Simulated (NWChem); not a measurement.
# ammonium (H₄N (+1)) in NWChem

```xyz
5

N      0.0000     0.0000     0.0000
H      0.8428     0.0000     0.5960
H     -0.8428     0.0000     0.5960
H      0.0000     0.8428    -0.5960
H      0.0000    -0.8428    -0.5960
```
Charge +1, spin multiplicity 1.

Everything below was run with NWChem. Structure: optimised with B3LYP/def2-SVP, a minimum by its harmonic frequencies.

The field's frequency is 0.0428 Ha (1065 nm).

The correlated methods keep 1 core orbital frozen.

Task: Give the polarisability tensor in bohr³ at CCSD linear response/def2-SVPD, 1 core orbitals frozen, in the frame of the coordinates, and its isotropic mean.

Result: 
```
9.17  0.00  0.00
0.00  9.17  0.00
0.00  0.00  9.17
```
Mean (one third of the trace): 9.17 bohr³.
